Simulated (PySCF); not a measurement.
These are PBE0-D3(BJ)/def2-TZVP (PySCF 2.14.0) values and carry that method's errors. All species are isolated molecules in the gas phase. 

Reference species (SMILES): `C[SiH]` (lower singlet) (neutral, multiplicity 1).

```yaml
dipole_moment: 1.16 D
```

Changed species: `N#C[SiH]` (lower singlet) (X = cyano, multiplicity 1; the reference has X = methyl, multiplicity 1).

### Question
Give the shifts of the dipole moment.

### Answer
the dipole moment rises by 1.96 D, to 3.12 D.
